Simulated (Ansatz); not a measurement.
Input file for Ansatz (a quantum-chemistry and plane-wave program): R-CCSD(T)/cc-pVDZ on C3H9B (SMILES BCCC).

Ansatz 0.2 input:
```yaml
crystal:
  periodic: [false, false, false]
  atoms:
    - {symbol: B, position_ang: [1.60524962, 0.88188778, -0.06049687]}
    - {symbol: C, position_ang: [0.78165729, -0.33147829, -0.56596738]}
    - {symbol: C, position_ang: [-0.40621438, -0.79826802, 0.28030478]}
    - {symbol: C, position_ang: [-1.55343384, 0.20880007, 0.26612617]}
    - {symbol: H, position_ang: [1.52852847, 1.25567756, 1.07275193]}
    - {symbol: H, position_ang: [2.38556137, 1.42442018, -0.78364118]}
    - {symbol: H, position_ang: [1.55332106, -1.12489143, -0.60495157]}
    - {symbol: H, position_ang: [0.49265094, -0.21202478, -1.61725303]}
    - {symbol: H, position_ang: [-0.77002918, -1.76570376, -0.07818415]}
    - {symbol: H, position_ang: [-0.07440083, -0.95513146, 1.31085542]}
    - {symbol: H, position_ang: [-2.39439833, -0.12995101, 0.87379937]}
    - {symbol: H, position_ang: [-1.91987636, 0.37011594, -0.75099083]}
    - {symbol: H, position_ang: [-1.22861582, 1.17654722, 0.65764733]}
basis:
  gaussian:
    orbitals: cc-pVDZ
magnetization: {spin_polarized: false}
correlation: {method: ccsd_t, electrons: outside_noble_gas}
scf: {lower_state_search: off}
```

Program output:

```
WARN ansatz: RAYON_NUM_THREADS=1 ignored (pool sized by the plan → 1); use --threads N
Functional definition: HF
these checks for a lower state are left out or cut short: stability, starts, cluster_reference, orbital_swaps, neighbouring_geometries, increment
integrals: 0.12 GiB planned
910 factors; integrals over basis functions are off by at most 1.1e-3 eV
mean field: 0.20 GiB planned
mean field evaluation 1: about -3902.7122 eV, gradient 2.9e1 eV
mean field evaluation 2: about -3902.7129 eV, gradient 2.9e1 eV
mean field evaluation 4: about -3905.2887 eV, gradient 3.3e0 eV
mean field evaluation 8: about -3905.3265 eV, gradient 2.7e-2 eV
mean field -3905.32646587 eV, -143.5181004955 hartree, gradient 2.2e-6 eV, S^2 0.000000; 0 other end points of the search recorded, 0 dependent functions left out
4 core orbitals not correlated
reference -3905.32646587 eV, -143.5181004955 hartree; 12, 12 occupied and 85, 85 virtual orbitals, 910 factors
second order -14.16694072 eV of doubles, -0.00000000 eV of singles
coupled cluster: 0.41 GiB planned
cycle   1  -15.36629289 eV  change    -1.2e0 eV  update   7.7e-2
cycle   2  -15.81857648 eV  change   -4.5e-1 eV  update   2.3e-2
cycle   3  -15.85952341 eV  change   -4.1e-2 eV  update   6.6e-3
cycle   4  -15.85986249 eV  change   -3.4e-4 eV  update   2.0e-3
cycle   5  -15.86013314 eV  change   -2.7e-4 eV  update   6.7e-4
cycle   6  -15.86001476 eV  change    1.2e-4 eV  update   2.3e-4
cycle   7  -15.85996644 eV  change    4.8e-5 eV  update   8.4e-5
cycle   8  -15.85995801 eV  change    8.4e-6 eV  update   3.1e-5
cycle   9  -15.85994780 eV  change    1.0e-5 eV  update   1.0e-5
perturbative correction -0.43716764 eV, -0.0160656143 hartree
Total energy: -3921.62358131 eV, -144.1170084414 hartree
Checks for a lower state left out: stability, starts, cluster_reference, orbital_swaps, neighbouring_geometries, increment
```

The calculation finished and met its thresholds.

Cost: around 8 core-seconds (rough).
